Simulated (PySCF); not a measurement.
arsenic trifluoride (AsF₃), SMILES F[As](F)F. Geometry optimised at B3LYP-D3(BJ)/def2-SVP.

Method: B3LYP-D3(BJ)/def2-SVP (PySCF).

Harmonic wavenumbers (cm⁻¹): 250, 250, 324, 704, 704, 729. Rotational constants (GHz): 5.686, 5.686, 3.987; symmetry number 3.

Question: Work out the zero-point energy and the ideal-gas rigid-rotor harmonic-oscillator thermochemistry at 298.15 K and 1 atm.

Answer: ZPE = ½ Σ hcν = ½ × 2961 cm⁻¹ = 4.23 kcal/mol. H − E(el) = 7.66 kcal/mol. Entropy in cal/(mol K): translation 40.54, rotation 23.14, vibration 5.62, total 69.31. G − E(el) = -13.00 kcal/mol. Cp = 15.52 cal/(mol K).
